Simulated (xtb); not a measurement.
TiF4, SMILES [F][Ti]([F])([F])[F], multiplicity 1. All values are semi-empirical tight-binding results from xtb (GFN2-xTB unless named), good for trends rather than for accurate numbers. The structure is a stationary point at GFN2-xTB. The multiplicity is an assumed one; other spin states were not compared. The isomer is the one that the SMILES or the coordinates give; other isomers of the formula were not compared.

For metal compounds this method's bond lengths and energies can be far off.

```yaml
point_group_as_xtb_finds_it: Td
orbital_gap: 5.80 eV
zero_point_energy: 5.1 kcal/mol
G − E(el) at 298.15 K (modified RRHO): -12.5 kcal/mol
```
